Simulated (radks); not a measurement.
Spherical quantum dot in the effective-mass picture: electrons in a hard-walled sphere of radius 1.59, with a point charge +1 (a donor) at the centre, all in effective atomic units (hartree* = m*/eps^2 hartree, bohr* = eps/m* bohr), one dielectric constant everywhere. Calculated with a radial shooting solver with Libxc functionals: non-relativistic Kohn-Sham, PBE, spin-polarised, spherical densities. Levels are named by radial order and angular momentum (1s, 1p, 1d, 2s, ...), and open shells are averaged over m. Results are scaled to m* = 0.505 and eps = 7.8, for which hartree* = 225.9 meV and bohr* = 0.8173 nm.

N = 18, configuration 1s2 1p6 1d10. This is the lowest configuration that the search found. Occupied and some empty levels:

level  occupation  eigenvalue (meV)  <r> (nm)
1s              2            3647.1    0.7209
1p              6            4017.8    0.8276
1d             10            4516.4    0.8832
2s              0            4833.4    0.6001
1f              0            5146.5    0.9222
2p              0            5817.9    0.6796

Energy (meV): total 45695.1, kinetic 21774, external -4257.3, Hartree 32053, exchange-correlation -3874.8.

Electron density:

r (nm)  n(r) (e/nm^3)
0.0672          1.348
0.132           1.266
0.197           1.279
0.262           1.384
0.326           1.583
0.391           1.873
0.456           2.243
0.521           2.670
0.586           3.116
0.650           3.525
0.715           3.831
0.780           3.966
0.844           3.872
0.910           3.509
0.974           2.903
1.04            2.125
1.10            1.298
1.17           0.6040
1.23           0.1533
1.30        0.0004179
